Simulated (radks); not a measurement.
Results of a calculation; reference values are marked as such.
Charge is removed step by step from the 6s1/2 level of Lu, starting from [Xe] 4f14 5d1 6s2. Level of theory: Dirac Kohn-Sham, LDA (Slater exchange, Perdew-Wang correlation), spin-unpolarised, spherical densities, finite nucleus; open shells fill j = l - 1/2 first; Fermi nuclear charge, rms radius 5.37 fm (a radial shooting solver on a logarithmic mesh with Libxc functionals).

| removed (e) | E - E(0) (eV) | eigenvalue (eV) | E minus straight line (eV) |
|---|---|---|---|
| 0 | 0.000 | -4.752 | 0.000 |
| 0.1 | 0.502 | -5.281 | -0.251 |
| 0.2 | 1.057 | -5.821 | -0.449 |
| 0.3 | 1.666 | -6.371 | -0.593 |
| 0.4 | 2.331 | -6.930 | -0.681 |
| 0.5 | 3.052 | -7.497 | -0.712 |
| 0.6 | 3.831 | -8.071 | -0.687 |
| 0.7 | 4.667 | -8.653 | -0.604 |
| 0.8 | 5.562 | -9.242 | -0.462 |
| 0.9 | 6.516 | -9.838 | -0.261 |
| 1 | 7.529 | -10.439 | 0.000 |

Removing the whole electron costs 7.529 eV by Delta-SCF, against 4.752 eV from minus the eigenvalue at the starting occupation. Slater's transition state (half an electron removed) gives 7.497 eV. Integrating minus the eigenvalue over the occupation (Janak's theorem) gives 7.529 eV. The mean slope of the eigenvalue, de/dn, is 5.69 eV per electron.
